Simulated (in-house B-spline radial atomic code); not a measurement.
Orbital energies and mean radii along the 42-electron series, configuration [Kr] 4d6. The effective charge is n√(-2ε), a non-relativistic measure. Computed with a radial B-spline atomic code at the basis-set limit: non-relativistic Hartree-Fock, average of the configuration, point nuclei.

This level leaves out relativity, spin-orbit splitting included, which matters for heavy ions.

| ion | Z | energy of 4d (Eh) | mean radius of 4d (bohr) | energy of 4s (Eh) | mean radius of 4s (bohr) | energy of 4p (Eh) | mean radius of 4p (bohr) | effective charge of 4d |
| --- | --- | --- | --- | --- | --- | --- | --- | --- |
| Ce16+ | 58 | -16.239 | 0.67594 | -22.277 | 0.64049 | -20.011 | 0.65324 | 22.796 |
| Pr17+ | 59 | -17.823 | 0.65303 | -24.085 | 0.62324 | -21.738 | 0.63438 | 23.881 |
| Nd18+ | 60 | -19.471 | 0.63174 | -25.958 | 0.60691 | -23.53 | 0.61662 | 24.962 |
| Pm19+ | 61 | -21.185 | 0.61189 | -27.894 | 0.59144 | -25.386 | 0.59987 | 26.037 |
| Sm20+ | 62 | -22.962 | 0.59333 | -29.895 | 0.57676 | -27.305 | 0.58403 | 27.107 |
| Eu21+ | 63 | -24.804 | 0.57593 | -31.96 | 0.56281 | -29.289 | 0.56904 | 28.173 |
| Gd22+ | 64 | -26.71 | 0.55959 | -34.089 | 0.54953 | -31.337 | 0.55482 | 29.236 |
| Tb23+ | 65 | -28.68 | 0.54419 | -36.282 | 0.53688 | -33.448 | 0.54132 | 30.294 |
| Dy24+ | 66 | -30.714 | 0.52966 | -38.538 | 0.52482 | -35.623 | 0.52848 | 31.35 |
| Ho25+ | 67 | -32.811 | 0.51593 | -40.858 | 0.51329 | -37.861 | 0.51625 | 32.403 |

(1) How does the screening of 4d change?

## Answers

(1) Z less the effective charge goes from 35.20 at Z = 58 to 34.60 at Z = 67.
